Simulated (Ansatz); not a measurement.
Isolated molecules relaxed with PBE0-D4/def2-TZVP in Ansatz; ΔE leaves out vibrations. CBS: MP2 limit from def2 TZ/QZ plus the TZ coupled-cluster correction, frozen cores. This one scheme is used for every species. DFT in def2-TZVPP. B3LYP here is the variant with VWN-RPA as its local correlation; programs differ in this. One conformer a species, not always the lowest.

Reaction (substitution at a C–C bond): `COCCOC=O` + H–F → `O=COCF` + dimethyl ether

Q: Is it downhill or uphill in electronic energy at CCSD(T)/CBS, and by how much? (Estimate.)

A: Computed: Uphill: ΔE = +0.50 eV.

Q: What do these levels give: PBE-D4, PBE0-D4, B3LYP-D4, ωB97M-V, B2PLYP, B3LYP, HF/def2-TZVPP, SCS-MP2/def2-TZVPP, CCSD(T)/def2-TZVPP, MP2/def2-QZVPP, SCS-MP2/def2-QZVPP, CCSD/CBS(def2)? (Best estimate.)

A: The calculation gave: PBE-D4 0.39, PBE0-D4 0.41, B3LYP-D4 0.35, ωB97M-V 0.38, B2PLYP 0.32, B3LYP 0.22, HF/def2-TZVPP 0.13, SCS-MP2/def2-TZVPP 0.42, CCSD(T)/def2-TZVPP 0.44, MP2/def2-QZVPP 0.55, SCS-MP2/def2-QZVPP 0.45, CCSD/CBS(def2) 0.46 eV.

Largest T1 diagnostic among the species: 0.015.

The D4 term adds +0.13 eV with B3LYP and +0.08 eV with PBE0; it sums over pairs of atoms, weighted by their polarisabilities, and B3LYP, whose exchange is more repulsive, gets the larger term. From PBE to PBE0 (25 % exact exchange), in def2-TZVPP and without D4, ΔE moves by +0.03 eV. In def2-TZVPP, CCSD(T) changes the Hartree–Fock value by +0.31 eV (the triples alone add +0.04 eV) and MP2 by +0.39 eV.
